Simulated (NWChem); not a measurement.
System: C3H4OSe; SMILES O1C[Se]C=C1

NWChem printed, in part:

```
             Northwest Computational Chemistry Package (NWChem) 7.3.0
             --------------------------------------------------------

 C1  symmetry detected

                             Geometry "geometry" -> ""
                             -------------------------

 Output coordinates in angstroms (scale by  1.889725989 to convert to a.u.)

  No.       Tag          Charge          X              Y              Z
 ---- ---------------- ---------- -------------- -------------- --------------
    1 C                    6.0000    -0.77833045    -1.60581060     0.00427632
    2 C                    6.0000    -1.31211824    -0.38598592    -0.10367934
    3 Se                  34.0000     0.01409084     0.96792787     0.03586259
    4 C                    6.0000     1.25779981    -0.55916419    -0.17676048
    5 O                    8.0000     0.56212481    -1.72937697     0.16996675
    6 H                    1.0000    -1.31650985    -2.55502230     0.02064743
    7 H                    1.0000    -2.37281305    -0.16060759    -0.19380341
    8 H                    1.0000     2.12801273    -0.44492888     0.48252336
    9 H                    1.0000     1.58111626    -0.60820889    -1.23144850

 Effective nuclear repulsion energy (a.u.)     335.7509192370

                                 NWChem DFT Module
                                 -----------------

 Summary of "ao basis" -> "ao basis" (spherical)
 ------------------------------------------------------------------------------
       Tag                 Description            Shells   Functions and Types
 ---------------- ------------------------------  ------  ---------------------
 C                         def2-tzvpp               11       31   5s3p2d1f
 Se                        def2-tzvpp               16       48   6s5p4d1f
 O                         def2-tzvpp               11       31   5s3p2d1f
 H                         def2-tzvpp                6       14   3s2p1d

            General Information
            -------------------
          SCF calculation type: DFT
          Wavefunction type:  closed shell.
          No. of atoms     :     9
          No. of electrons :    64
           Alpha electrons :    32
            Beta electrons :    32
          Charge           :     0
          Spin multiplicity:     1
          Use of symmetry is: off; symmetry adaption is: off
          Maximum number of iterations: 150
          AO basis - number of functions:   228
                     number of shells:    84
          Convergence on energy requested:  1.00D-06
          Convergence on density requested:  1.00D-05
          Convergence on gradient requested:  5.00D-04

              XC Information
              --------------
                         B3LYP Method XC Potential
                     Hartree-Fock (Exact) Exchange  0.200
                        Slater Exchange Functional  0.800 local
                    Becke 1988 Exchange Functional  0.720 non-local
              Lee-Yang-Parr Correlation Functional  0.810
                  VWN I RPA Correlation Functional  0.190 local

             Grid Information
             ----------------
          Grid used for XC integration:  medium
          Radial quadrature: Mura-Knowles
          Angular quadrature: Lebedev.
          Tag              B.-S. Rad. Rad. Pts. Rad. Cut. Ang. Pts.
          ---              ---------- --------- --------- ---------
          C                   0.70       49          11.0       434
          Se                  1.15      112          11.0       590
          O                   0.60       49          10.0       434
          H                   0.35       45          12.0       434
          Grid pruning is: on
          Number of quadrature shells:   488
          Spatial weights used:  Erf1

      Superposition of Atomic Density Guess
      -------------------------------------

 Sum of atomic energies:       -2589.60405522

      Non-variational initial energy
      ------------------------------

 Total energy =   -2592.250919
 1-e energy   =   -4268.652444
 2-e energy   =    1340.650605
 HOMO         =      -0.199758
 LUMO         =       0.011036

------------------------------------------------------------
EAF file 0: "./job.aoints.0" size=1496842240 bytes
------------------------------------------------------------
               write      read    awrite     aread      wait
               -----      ----    ------     -----      ----
     calls:     2855         0         0         0         0
   data(b): 1.50e+09  0.00e+00  0.00e+00  0.00e+00
   time(s): 0.00e+00  0.00e+00  0.00e+00  0.00e+00  0.00e+00
rate(mb/s): 0.00e+00  0.00e+00
------------------------------------------------------------

     ---------------------------------------------
      Total Density - Mulliken Population Analysis
     ---------------------------------------------

    Atom       Charge   Shell Charges
 -----------   ------   -------------------------------------------------------
    1 C    6     5.87   0.86  1.12  0.55  0.59  0.09  1.10  1.11  0.31  0.03  0.10  0.01
    2 C    6     6.26   0.86  1.12  0.56  0.63  0.09  1.18  1.35  0.39  0.01  0.07  0.01
    3 Se  34    34.07   2.00  2.00  1.17  0.78  0.99  0.88  6.00  5.93  0.97  2.25  1.01  8.96  1.05  0.01  0.06  0.01
    4 C    6     5.93   0.86  1.12  0.53  0.65  0.08  1.02  1.24  0.30  0.02  0.10  0.01
    5 O    8     8.43   0.79  1.18  0.59  0.94  0.24  1.91  2.10  0.65  0.00  0.03  0.00
    6 H    1     0.85   0.24  0.44  0.15  0.01  0.02  0.00
    7 H    1     0.84   0.23  0.44  0.13  0.01  0.03  0.00
    8 H    1     0.86   0.25  0.43  0.15  0.01  0.02  0.00
    9 H    1     0.88   0.25  0.44  0.16  0.01  0.02  0.00

   convergence    iter        energy       DeltaE   RMS-Dens  Diis-err
 ---------------- ----- ----------------- --------- --------- ---------
 d= 0,ls=0.0,diis     1  -2593.4898968525 -2.93D+03  3.19D-03  1.17D+00
 d= 0,ls=0.0,diis     2  -2593.5038120688 -1.39D-02  2.15D-03  6.64D-01
 d= 0,ls=0.0,diis     3  -2593.5491409660 -4.53D-02  9.05D-04  2.02D-01
 d= 0,ls=0.0,diis     4  -2593.5702620752 -2.11D-02  1.64D-04  1.72D-03
 d= 0,ls=0.0,diis     5  -2593.5704394413 -1.77D-04  4.16D-05  1.66D-04
  Resetting Diis
 d= 0,ls=0.0,diis     6  -2593.5704566831 -1.72D-05  1.45D-05  1.84D-05
 d= 0,ls=0.0,diis     7  -2593.5704582863 -1.60D-06  1.41D-05  3.65D-06
 d= 0,ls=0.0,diis     8  -2593.5704570206  1.27D-06  9.21D-06  1.44D-05
 d= 0,ls=0.0,diis     9  -2593.5704587134 -1.69D-06  1.06D-06  2.11D-07
 d= 0,ls=0.0,diis    10  -2593.5704587360 -2.26D-08  1.85D-07  5.55D-09

         Total DFT energy =    -2593.570458735977
      One electron energy =    -4271.780039573324
           Coulomb energy =     1456.031246693777
    Exchange-Corr. energy =     -113.572585093391
 Nuclear repulsion energy =      335.750919236960

 Numeric. integr. density =       63.999988003435

                       DFT Final Molecular Orbital Analysis
                       ------------------------------------

 Vector   30  Occ=2.000000D+00  E=-3.298286D-01
              MO Center=  1.5D-01,  6.4D-02,  3.8D-02, r^2= 3.2D+00
   Bfn.  Coefficient  Atom+Function         Bfn.  Coefficient  Atom+Function
  ----- ------------  ---------------      ----- ------------  ---------------
    79      0.302219  3 Se py                73     -0.215450  3 Se py
    76      0.192576  3 Se py               148      0.181390  5 O  py
    82      0.178308  3 Se py               117     -0.156984  4 C  py
    67      0.151772  3 Se s                151      0.151272  5 O  py
    68      0.147001  3 Se s                120     -0.125222  4 C  py

 Vector   31  Occ=2.000000D+00  E=-2.869703D-01
              MO Center= -2.6D-01, -1.4D-01, -4.5D-02, r^2= 3.0D+00
   Bfn.  Coefficient  Atom+Function         Bfn.  Coefficient  Atom+Function
  ----- ------------  ---------------      ----- ------------  ---------------
    80      0.282249  3 Se pz                39      0.214876  2 C  pz
   149     -0.214663  5 O  pz                74     -0.192559  3 Se pz
    42      0.186509  2 C  pz               152     -0.178699  5 O  pz
    77      0.173385  3 Se pz                83      0.171123  3 Se pz
    79     -0.144220  3 Se py               155     -0.138733  5 O  pz

 Vector   32  Occ=2.000000D+00  E=-2.003494D-01
              MO Center= -1.7D-01, -6.9D-03,  2.3D-03, r^2= 3.4D+00
   Bfn.  Coefficient  Atom+Function         Bfn.  Coefficient  Atom+Function
  ----- ------------  ---------------      ----- ------------  ---------------
    80      0.372554  3 Se pz                83      0.333642  3 Se pz
    74     -0.253199  3 Se pz                77      0.236831  3 Se pz
     8     -0.189031  1 C  pz               149      0.181873  5 O  pz
    39     -0.175675  2 C  pz                11     -0.165805  1 C  pz
   217      0.154742  9 H  s                152      0.151416  5 O  pz

 Vector   33  Occ=0.000000D+00  E=-2.150994D-02
              MO Center=  4.3D-02,  5.4D-01,  2.6D-02, r^2= 4.1D+00
   Bfn.  Coefficient  Atom+Function         Bfn.  Coefficient  Atom+Function
  ----- ------------  ---------------      ----- ------------  ---------------
   115      1.187198  4 C  s                 81     -0.944711  3 Se px
    36     -0.751334  2 C  s                123      0.307409  4 C  py
   203     -0.301093  8 H  s                 78     -0.288194  3 Se px
   217     -0.277656  9 H  s                122     -0.254721  4 C  px
    44     -0.239760  2 C  py               175     -0.220453  6 H  s

[...]
```

Level: B3LYP/def2-TZVPP. The geometry was optimised at PBE0/def2-SVP.

Problem. Reconstruct the input file.

Solution. One answer among several that fit: the input that was run:
```
start job
memory heap 200 mb stack 900 mb global 1100 mb
geometry units angstroms noautoz
  C     -0.779529    -1.595903    -0.008363
  C     -1.301329    -0.370656    -0.113485
  Se     0.030859     0.970975     0.078052
  C      1.268265    -0.562752    -0.123290
  O      0.555290    -1.732035     0.189800
  H     -1.324965    -2.541051    -0.018500
  H     -2.357669    -0.135893    -0.227605
  H      2.122125    -0.464012     0.559461
  H      1.618122    -0.600312    -1.169949
end
basis spherical
  C library def2-tzvpp
  Se library def2-tzvpp
  O library def2-tzvpp
  H library def2-tzvpp
end
dft
  xc b3lyp
  iterations 150
  semidirect filesize 400000000
  mulliken
end
task dft energy
```
